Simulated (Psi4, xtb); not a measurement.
**A ladder of methods for SnH2F2 (SMILES [F][SnH2][F])**

SnH2F2: 5 atoms, total charge 0, spin state singlet. SMILES: `[F][SnH2][F]`. Geometry: relaxed at PBE0-D4/def2-TZVP.

Quantity: the vertical ionisation energy (to the doublet cation), in eV. The values are calculated.

```
                           level            kind  program  value (eV)
                        GFN2-xTB  semi-empirical      xtb       16.36
 SVWN5/def2-SVP (core potential)             LDA     Psi4       11.58
   PBE/def2-SVP (core potential)             GGA     Psi4       11.45
revPBE/def2-SVP (core potential)             GGA     Psi4       11.42
 M06-L/def2-SVP (core potential)        meta-GGA     Psi4       11.77
  TPSS/def2-SVP (core potential)        meta-GGA     Psi4       11.59
  PBE0/def2-SVP (core potential)   global hybrid     Psi4       12.13
```

Spin-orbit coupling, which can split open shells on such heavy atoms by tenths of an eV, is left out. The values span 11.42 to 16.36 eV. The xTB values lack the empirical shift that such differences need.
